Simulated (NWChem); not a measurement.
**Correlation energy of ammonia borane (H6BN)**

```
N
H 1 1.0228
H 1 1.0228 2 107.60
H 1 1.0228 2 107.60 3 -115.67
B 1 1.6538 2 111.29 3 122.16
H 5 1.2226 1 105.09 2 180.00
H 5 1.2226 6 113.48 1 114.27
H 5 1.2226 6 113.48 7 131.47
```
Charge 0, spin multiplicity 1.

The numbers come from NWChem runs, not from measurements. Structure: optimised with B3LYP/def2-SVP, a minimum by its harmonic frequencies.

Basis set: cc-pVDZ. Each correlation energy counts from its own Hartree-Fock reference.

```json
[
 {"method": "CR-CCSD[T]", "correlation energy (mHa)": "-341.5", "difference from CCSD(T)": "+1.2"},
 {"method": "CCSD(T)", "correlation energy (mHa)": "-342.7", "difference from CCSD(T)": "0.0"},
 {"method": "CCSD+T(CCSD)", "correlation energy (mHa)": "-342.9", "difference from CCSD(T)": "-0.2"},
 {"method": "CCSD", "correlation energy (mHa)": "-335.3", "difference from CCSD(T)": "+7.4"},
 {"method": "RI-MP2", "correlation energy (mHa)": "-298.6", "difference from CCSD(T)": "+44.1"},
 {"method": "MP2", "correlation energy (mHa)": "-298.7", "difference from CCSD(T)": "+44.0"},
 {"method": "CR-CCSD(T)", "correlation energy (mHa)": "-341.4", "difference from CCSD(T)": "+1.3"},
 {"method": "SCS-MP2", "correlation energy (mHa)": "-305.8", "difference from CCSD(T)": "+37.0"}
]
```

The values span 44.3 mHa, from CCSD+T(CCSD) (lowest) to RI-MP2 (highest). 

The correlated methods keep 2 core orbitals frozen. Coupled-cluster values serve here as a point of comparison, not as the truth.
